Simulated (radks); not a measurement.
Problem. Coherent X-ray form factor from a spherical all-electron density. Method: scalar-relativistic Kohn-Sham, OLYP, spin-polarised, spherical densities, point nucleus; computed with a radial shooting solver on a logarithmic mesh with Libxc functionals.

| sin(theta)/lambda (1/angstrom) | f0 (electrons) |
|---|---|
| 0.05 | 29.745 |
| 0.1 | 29.016 |
| 0.15 | 27.909 |
| 0.2 | 26.549 |
| 0.25 | 25.052 |
| 0.3 | 23.509 |
| 0.4 | 20.494 |
| 0.5 | 17.719 |
| 0.6 | 15.251 |
| 0.8 | 11.359 |
| 1 | 8.827 |
| 1.25 | 7.047 |
| 1.5 | 6.064 |
| 2 | 4.765 |

The species is in the configuration that NIST lists as its ground one. Which atom or ion scatters so?

Solution. The selenium ion Se4+, [Ar] 3d10 4s2. Extrapolating in s^2 from the first two rows gives f0(0) = 30.0, near the electron count 30; among species with that count, the fall with angle is slower the higher Z, and the table is that of Z = 34; from so few rows the species is fixed only to a neighbour or two.
